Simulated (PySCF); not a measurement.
**Si2O2F4**

Si2O2F4 is a molecule drawn as a unit of a network glass or zeolite (built as: Si Si, F ends, O bridges), neutral, singlet. The structure was relaxed in the gas phase by PBE0-D3(BJ)/def2-SVP. No frequency run checks that it is a minimum.

SMILES: F[Si]1(F)O[Si](F)(F)O1

```xyz
8

F    -0.657    0.875    2.200
Si   -0.247    0.910    0.667
F    -0.241    2.434    0.223
O    -1.141   -0.102   -0.322
Si    0.254   -0.949   -0.694
F     0.665   -0.919   -2.228
F     0.245   -2.472   -0.247
O     1.148    0.064    0.293
```
(Å; atoms numbered from 1)

Shieldings: GIAO PBE0/pcSseg-2. Shifts are against computed references at the same level: Si TMS (σ 341.3 ppm). Core levels by delta-SCF with SCAN, pcX-2 on the ionised atom and pcseg-1 elsewhere, spin-free X2C (2p3/2 is the spin-free 2p value less a third of a first-order spin-orbit splitting); from the vacuum level, for chosen atoms.

Question: Give the NMR and core-level values of the distinct atoms.

Answer: 
```json
{"atoms": "F1 F3 F6 F7", "bonded to": "1 Si", "σ (ppm)": "334.4", "δ (ppm)": "-", "core level (eV)": "1s 694.28"}
{"atoms": "Si2 Si5", "bonded to": "2 F + 2 O", "σ (ppm)": "428.2", "δ (ppm)": "-86.9", "core level (eV)": "2p3/2 111.25"}
{"atoms": "O4 O8", "bonded to": "2 Si", "σ (ppm)": "195.5", "δ (ppm)": "-", "core level (eV)": "1s 539.84"}
```

Values are those of this one static structure; atoms that internal rotation interchanges would show their mean in an NMR spectrum.

Question: By CAM-B3LYP/def2-SVPD (TDDFT singlets, Tamm-Dancoff triplets, ionisation by delta-SCF), where does absorption start, and what does vertical ionisation take?

Answer: The first singlet with intensity lies at 8.58 eV (f 0.046); what lies below it is dark. The lowest singlet lies at 8.40 eV (f 0.000), the strongest of the first 6 at 9.50 eV (f 0.047), the lowest triplet at 8.07 eV; vertical ionisation takes 13.45 eV.
